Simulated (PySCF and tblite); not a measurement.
Values are calculated unless marked as measured or tabulated.
System: C₄H₄BClF₂, numbered as in [CH2:1]=[CH:2]/[CH:3]=[C:4](\[Cl:5])[B:6]([F:7])[F:8].

Motion: rotation about the B6–C4 bond (torsion F7–B6–C4–C3 from -180° to 0°, rising). GFN2-xTB gives an electronic barrier of 4.9 kcal/mol.

Problem. What does PBE0/pcSseg-1 + D3(BJ), IEF-PCM methanol give on GFN2-xTB geometries?

Solution. A barrier of 7.3 kcal/mol, 2.4 above the tight-binding barrier (from unrounded values) and, with GFN2-xTB thermal terms, ΔG‡(298 K) = 7.5 kcal/mol and k = 3.7×10⁷ s⁻¹ (2 equivalent paths).

Programs: tblite and PySCF.
